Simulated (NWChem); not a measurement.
System: NH3Se; SMILES N[SeH]

NWChem input:

```
start job
memory heap 200 mb stack 900 mb global 1100 mb
geometry units angstroms
  Se    -0.046982     0.254748     0.176399
  H     -1.253850     0.729580    -0.523228
  N      0.344642    -1.270867    -0.778700
  H      0.546257    -1.068426    -1.752830
  H     -0.401197    -1.957225    -0.721566
end
basis spherical
  * library def2-tzvp
end
dft
  xc pbe0
  disp vdw 4
  iterations 150
end
driver
  maxiter 120
end
task dft optimize
task dft freq
```

This build's default masses of Se (78.918 u) and Br (79.917 u) are each other's, which moves their modes by up to 0.6 %.

The level has its own optimisation; frequencies are unscaled.

Problem. Give the results of this calculation. (PBE0-D3(BJ)/def2-TZVP.) Quantities: r H–Se (Å); r N–Se (Å); r H–N (Å); highest harmonic frequency (cm⁻¹); lowest (cm⁻¹); zero-point energy (kcal/mol); dipole (D).

Solution. 
| Property | Value |
|---|---|
| r H–Se (Å) | 1.483 |
| r N–Se (Å) | 1.840 |
| r H–N (Å) | 1.011 |
| highest harmonic frequency (cm⁻¹) | 3649 |
| lowest (cm⁻¹) | 478 |
| zero-point energy (kcal/mol) | 21.4 |
| dipole (D) | 1.97 |
